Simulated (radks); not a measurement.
Spherical jellium clusters: N electrons in a uniform positive sphere of charge N and radius rs N^(1/3), rs = 4.34 bohr. Calculated with a radial shooting solver with Libxc functionals: non-relativistic Kohn-Sham, LDA (Slater exchange, Perdew-Wang correlation), spin-polarised, spherical densities. Levels are named by radial order and angular momentum (1s, 1p, 1d, 2s, ...), and open shells are averaged over m.

N = 35, configuration 1s2 1p6 1d10 2s2 1f14 2p(up 1, down 0). This is the lowest configuration that the search found. Occupied and some empty levels:

level,occupation,eigenvalue (eV),<r> (bohr)
1s up,1,-4.8543,7.999
1s down,1,-4.7772,8.292
1p up,3,-4.3064,9.853
1p down,3,-4.2666,9.982
1d up,5,-3.6659,10.96
1d down,5,-3.6426,11.00
2s up,1,-3.4855,8.789
2s down,1,-3.3985,8.601
1f up,7,-2.9214,11.77
1f down,7,-2.9041,11.77
2p up,1,-2.5255,9.725
2p down,0,-2.4369,9.778
1g up,0,-2.0793,12.47
1g down,0,-2.0633,12.46
2d up,0,-1.5306,11.27
2d down,0,-1.4709,11.41
3s up,0,-1.4203,11.13
3s down,0,-1.3705,11.19

Energy (eV): total -67.2329, kinetic 52.688, external -2797.7, Hartree 1390.3, exchange-correlation -121.27, background 1408.8.
